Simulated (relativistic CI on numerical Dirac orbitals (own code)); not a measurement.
Mo⁺: 4s photoemission

Computed with this model: Dirac-Coulomb-Breit CI, orbitals from a KLI potential per configuration, QED by a radiative potential, valence Slater integrals scaled by 0.7, multiplet model of photoemission in the sudden approximation; configurations [Kr] 4d5 → [Ar] 3d10 4s 4p6 4d5; 300 K; Lorentzian 2 eV and Gaussian 0.6 eV FWHM. Energies are those of the free ion, without screening or charge transfer. The energies are binding energies and can lie tens of eV above those of solids. Without intra-shell correlation the exchange splitting of an s hole comes out too large, often by half or more. S is read from ⟨S²⟩ = S(S + 1).

Field parameters in Wybourne normalisation: Oh B⁴₀ = 21Dq, B⁴₄ = √(5/14) B⁴₀. The field is a parameter set, without covalency.

Computed curve for free ion, scaled to 100 at the maximum (points under 2 are left out and the grid is thinned):

(Energy (eV), Intensity): (72.2, 2.1), (72.8, 2.4), (73.2, 2.7), (73.8, 3.1), (74.4, 3.8), (74.8, 4.3), (75.4, 5.4), (76.0, 6.9), (76.6, 9.3), (77.0, 11.5), (77.6, 16.9), (78.2, 26.7), (78.6, 38.0), (79.2, 66.4), (79.8, 97.2), (80.2, 96.9), (80.8, 66.4), (81.4, 39.4), (81.8, 29.1), (82.4, 21.0), (83.0, 18.1), (83.6, 18.8), (84.0, 21.4), (84.6, 30.6), (85.2, 49.4), (85.6, 65.1), (86.2, 70.2), (86.8, 48.1), (87.2, 33.5), (87.8, 19.9), (88.4, 12.8), (88.8, 9.9), (89.4, 7.2), (90.0, 5.4), (90.6, 4.3), (91.0, 3.7), (91.6, 3.1), (92.2, 2.6), (92.6, 2.3), (93.2, 2.0)

The ground state has S = 2.50, and the centroid lies at 82.49 eV.
